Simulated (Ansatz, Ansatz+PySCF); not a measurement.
```tsv
atom	x (Å)	y (Å)	z (Å)
B	1.4457	0.0000	0.0000
N	0.7039	1.2192	0.0000
B	-0.7229	1.2520	0.0000
N	-1.4078	0.0000	0.0000
B	-0.7229	-1.2520	0.0000
N	0.7039	-1.2192	0.0000
H	2.6556	0.0000	0.0000
H	1.2096	2.0950	0.0000
H	-1.3278	2.2998	0.0000
H	-2.4191	0.0000	0.0000
H	-1.3278	-2.2998	0.0000
H	1.2096	-2.0950	0.0000
```

Basis set: def2-SVP (spherical functions). Correlated methods keep 6 orbitals frozen. Charge 0, multiplicity 1.

Computed with Ansatz (development build ahead of 0.2.0); each method stands on the lowest determinant of its kind that the runs found. Restricted open shells among the atoms or ions are ROHF, correlated in semicanonical orbitals with singles. Restricted functionals stand beside restricted open-shell atoms, which can lie above the unrestricted atoms usual in DFT and then raise those values.

Question: Give the atomization energy at this shape (free ground-state atoms in the same class of orbitals less the molecule, no zero-point energy) of singlet B3N3H6 by ωB97X (restricted), ωB97X (unrestricted), r²SCAN (unrestricted), r²SCAN (restricted), PBE0 (restricted), PBE0 (unrestricted), PBE (unrestricted), PBE (restricted), RHF-MP2, UHF-MP2, RHF, UHF.

Answer:

| method | atomization energy |
| --- | --- |
| ωB97X (restricted) | 54.15 eV |
| ωB97X (unrestricted) | 53.75 eV |
| r²SCAN (unrestricted) | 53.91 eV |
| r²SCAN (restricted) | 54.29 eV |
| PBE0 (restricted) | 54.34 eV |
| PBE0 (unrestricted) | 54.12 eV |
| PBE (unrestricted) | 55.05 eV |
| PBE (restricted) | 55.22 eV |
| RHF-MP2 | 51.60 eV |
| UHF-MP2 | 51.55 eV |
| RHF | 40.67 eV |
| UHF | 40.13 eV |
